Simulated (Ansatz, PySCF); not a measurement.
Process, species as SMILES: [SiH3]O[SiH](Cl)Cl + O (H2O) + 2 [SiH4] (SiH4) -> 2 O[SiH3] [hydroxysilane] + 2 [SiH3]Cl
Each molecule is optimised on its own at B3LYP-D3(BJ)/def2-TZVP (Ansatz, a program for electronic structure), one conformer each, not searched for the lowest. Frequencies are from Ansatz or PySCF.

Property: bond separation energy (enthalpy at 298 K, with B3LYP-D3(BJ) rigid-rotor harmonic-oscillator terms), in kcal/mol. Correlated levels leave the core frozen unless marked. Spin-orbit coupling is left out. Non-relativistic. CBS(X,Y): correlation extrapolated as X^-3; Hartree-Fock from the larger set.

| level | program | bond separation energy (kcal/mol) |
|---|---|---|
| PBE/def2-TZVPD | Ansatz | 12.1 |
| revPBE-D4/def2-TZVPD | Ansatz + dftd4 | 15.1 |
| revPBE/def2-TZVPD | Ansatz | 11.0 |
| PBE0/def2-SVP | Ansatz | 13.0 |
| PBE0-D3(BJ)/def2-TZVP | Ansatz + dftd3 | 13.4 |
| HSE06-D4/def2-TZVPD | Ansatz + dftd4 | [?] |
| CAM-B3LYP-D3(BJ)/def2-TZVPD | Ansatz + dftd3 | [?] |
| wB97X-V/def2-TZVPD | Ansatz | [?] |
| wB97X/def2-TZVPD | Ansatz | [?] |
| B2PLYP-D3(BJ)/def2-TZVPD | Ansatz + dftd3 | 14.2 |
| SCS-MP2/cc-pV(Q+d)Z | Ansatz | 12.2 |
| CCSD/6-31G | Ansatz | 17.0 |
| CCSD(T)/CBS(cc-pV(T+d)Z,cc-pV(Q+d)Z) | Ansatz | 13.4 |

Some entries are withheld; supply them.


- HSE06-D4/def2-TZVPD, bond separation energy (kcal/mol): 14.1
- CAM-B3LYP-D3(BJ)/def2-TZVPD, bond separation energy (kcal/mol): 13.9
- wB97X-V/def2-TZVPD, bond separation energy (kcal/mol): 13.3
- wB97X/def2-TZVPD, bond separation energy (kcal/mol): 12.5
